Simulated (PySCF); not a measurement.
# Vertical excitation energies

Species: C₃H₇As.
Structure used (PBE0-D3(BJ)/def2-SVP), in Å, numbered top down from 1:
```
atom  x, y, z in Å
C1    -1.730    0.466   -0.468
C2    -0.846    0.050    0.442
C3     0.421   -0.670    0.138
As4    1.998    0.493    0.524
H5    -1.578    0.275   -1.535
H6    -2.635    1.006   -0.180
H7    -1.036    0.268    1.501
H8     0.542   -1.548    0.793
H9     0.454   -1.011   -0.906
H10    3.009   -0.421   -0.166
H11    1.830    1.352   -0.725
```

Level of theory: TDDFT wB97X-D/def2-SVPD, vertical, gas phase, core orbitals frozen in the response (PySCF 2.14.0, density-fitted response routines). The wB97X-D/def2-SVPD calculation is non-relativistic and has no spin–orbit coupling, an omission that weighs most on arsenic.

| state | E (eV) | E (hartree) | f | main configurations (H = HOMO, L = LUMO) |
| --- | --- | --- | --- | --- |
| S1 | 6.31 | 0.2317 | 0.161 | H→L (71%), H→L+1 (14%) |
| S2 | 6.42 | 0.2360 | 0.050 | H→L+1 (70%), H→L (16%) |
| S3 | 6.83 | 0.2509 | 0.064 | H→L+2 (76%), H-1→L+2 (11%), H-1→L (8%) |
| S4 | 7.00 | 0.2574 | 0.088 | H-1→L+1 (59%), H-1→L (16%), H→L+1 (8%) |
| S5 | 7.16 | 0.2633 | 0.436 | H-1→L (57%), H-1→L+1 (19%) |
| S6 | 7.70 | 0.2831 | 0.037 | H-1→L+2 (47%), H→L+3 (31%) |
| S7 | 7.91 | 0.2908 | 0.151 | H→L+4 (51%), H-1→L+2 (16%), H-1→L+3 (10%) |
| S8 | 7.94 | 0.2919 | 0.0018 | H→L+5 (22%), H→L+3 (21%), H-1→L+4 (20%) |
| S9 | 8.03 | 0.2952 | 0.0037 | H→L+5 (40%), H→L+3 (18%), H-1→L+5 (8%) |
| S10 | 8.15 | 0.2996 | 0.0016 | H-2→L (46%), H-3→L (19%), H-4→L (10%) |

Triplets (Tamm–Dancoff): T1 4.32 eV, H→L (52%), H-1→L (29%); T2 5.46 eV, H→L+1 (51%), H-1→L+1 (14%), H-1→L (10%); T3 5.76 eV, H→L+2 (36%), H-1→L+2 (20%), H-1→L (14%); T4 6.47 eV, H→L+2 (28%), H-1→L (21%), H→L (16%).

The lowest singlet comes at 197 nm (608 kJ/mol) in the vacuum ultraviolet; it is strong; its leading configuration is HOMO→LUMO (71%). The strongest level in the table is S5 at 7.16 eV (173 nm, f = 0.436). Löwdin shares by element: HOMO carbon 46%, arsenic 39%; LUMO carbon 57%, arsenic 20% (atoms not listed hold the other 23%). Orbital energies (eV): HOMO-3 -11.78, HOMO-2 -11.59, HOMO-1 -9.49, HOMO -8.86, LUMO 1.60, LUMO+1 1.87, LUMO+2 2.45. Weighted by f, the mean energy of these states is 7.09 eV. The listed states span 1.85 eV, and the widest gap between neighbours is 0.54 eV (S5 to S6). All these states lie below the vertical ionisation energy of 9.12 eV (ΔSCF). Singlets were solved by full linear response, triplets in the Tamm–Dancoff approximation.

One conformer stands for the species.
